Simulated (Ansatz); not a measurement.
Cl4Zr, charge -1, doublet, at a GFN2-xTB geometry (such geometries of metal compounds can be far from the true shape) (the multiplicity is a formal guess) (core potentials on Zr) (a gas-phase anion, which may not be bound at this level); Ansatz (a quantum-chemistry and plane-wave program) with B3LYP/def2-TZVPD.

The Ansatz input:
Ansatz 0.2 input:
```yaml
crystal:
  periodic: [false, false, false]
  atoms:
    - {symbol: Zr, position_ang: [0.00000000, 0.00000000, 0.00000000]}
    - {symbol: Cl, position_ang: [1.86352882, -0.58540177, -1.27374508]}
    - {symbol: Cl, position_ang: [0.66962024, 0.48253642, 2.18096969]}
    - {symbol: Cl, position_ang: [-1.02067932, 1.87758363, -0.93314247]}
    - {symbol: Cl, position_ang: [-1.51246974, -1.77471829, 0.02591786]}
basis:
  gaussian:
    orbitals: def2-TZVPD
hamiltonian:
  xc: b3lyp
total_charge: -1
magnetization: {spin_polarized: true, initial_magnetization: 1}
```

**Question.** What does Ansatz print? Leave out banner, timings and long lists.

**Answer.** 
```
Functional definition: B3LYP
1539 factors; their error is unknown
mean field evaluation 1: about -51384.3613 eV, gradient 7.6e0 eV
mean field evaluation 2: about -51384.4789 eV, gradient 7.0e0 eV
mean field evaluation 4: about -51384.6824 eV, gradient 6.5e-1 eV
mean field evaluation 8: about -51384.7840 eV, gradient 7.9e-2 eV
mean field evaluation 16: about -51384.7840 eV, gradient 2.3e-4 eV
mean field evaluation 32: about -51384.7912 eV, gradient 1.4e-5 eV
mean field evaluation 64: about -51384.3197 eV, gradient 1.9e0 eV
mean field evaluation 96: about -51384.7364 eV, gradient 3.1e0 eV
mean field -51384.79117700 eV, -1888.3562458924 hartree, gradient 5.4e-6 eV, S^2 0.751663; 10 other end points of the search recorded, 0 dependent functions left out
reference -51384.79145823 eV, -1888.3562562275 hartree; 41, 40 occupied and 183, 184 virtual orbitals, 1539 factors
Total energy: -51384.79145823 eV, -1888.3562562275 hartree
```
